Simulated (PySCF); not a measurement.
Geometry (Å), atoms numbered from 1 in this order:
```xyz
17

C    -2.692    0.115    0.220
C    -1.792    0.397   -0.713
C    -0.366    0.062   -0.679
Si    0.218   -1.686   -0.218
C     0.360   -0.019    0.682
C     1.655    0.647    0.845
C     2.568    0.840   -0.098
H    -3.724    0.402    0.113
H    -2.439   -0.406    1.129
H    -2.116    0.914   -1.609
H     0.202    0.585   -1.440
H     1.421   -2.200   -0.844
H    -0.796   -2.623    0.225
H    -0.296    0.139    1.530
H     1.866    0.990    1.851
H     3.496    1.342    0.112
H     2.428    0.514   -1.115
```

PySCF 2.14 calculation with geometry from GFN2-xTB and NMR shieldings at PBE0/pcSseg-1/GIAO; no relativistic terms, one conformer, no solvent model, fast rotation and ring inversion assumed for equivalent nuclei.

Referencing at the same level of theory: 13C (σref 186.93) and 1H (σref 31.72) and 29Si (σref 349.16) against TMS.

| atoms | nucleus | count | δ (ppm) |
| --- | --- | --- | --- |
| H12/H13 | 1H | 2 | ? |
| C3/C5 | 13C | 2 | 25.8 |
| H10/H15 | 1H | 2 | 7.08 |
| C2/C6 | 13C | 2 | 150.2 |
| H8/H16 | 1H | 2 | ? |
| H11/H14 | 1H | 2 | 1.95 |
| C1/C7 | 13C | 2 | ? |
| H9/H17 | 1H | 2 | 4.68 |
| Si4 | 29Si | 1 | -98.8 |

Complete the table.

## Answers


- C1/C7: 112.0 ppm, terminal =CH2 carbon; an sp2 carbon of a C=C bond
- H8/H16: 4.99 ppm, hydrogen on a terminal =CH2 carbon; attached to an sp2 carbon and in the plane of the double bond
- H12/H13: 3.00 ppm, hydrogen on a silicon bonded to 2 C, in a 3-membered ring

Shifts are as computed. Against solution values, carbons near 30 ppm lie about +3 ppm off and those near 130 ppm about +5 ppm. Of 1211 compounds with measured shifts, 218 miss one by over three times the rms of a fit or turn the order of signals round; such compounds aren't used in these exercises.
